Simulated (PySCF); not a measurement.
Al2H4O4, SMILES [OH][Al]([OH])[Al]([OH])[OH].

Geometry: B3LYP-D3(BJ)/def2-SVP. The structure was generated by enumeration; whether it is a known compound was not checked. The values are those of a single conformer.

All values below come from PBE/def2-TZVP in PySCF.

Symmetry labels are those of the subgroup D2 that the program uses (full group D2d).

Computed valence orbital energies around the gap with their symmetry:
| orbital | symmetry | energy (eV) |
|---|---|---|
| HOMO−7 | A | -8.30 |
| HOMO−6 | B2 | -7.62 |
| HOMO−5 | B3 | -7.62 |
| HOMO−4 | B2 | -7.19 |
| HOMO−3 | B3 | -7.19 |
| HOMO−2 | A | -7.13 |
| HOMO−1 | B1 | -7.11 |
| HOMO | A | -6.79 |
| LUMO | B2 | -1.38 |
| LUMO+1 | B3 | -1.38 |
| LUMO+2 | B1 | -1.10 |
| LUMO+3 | A | -0.16 |
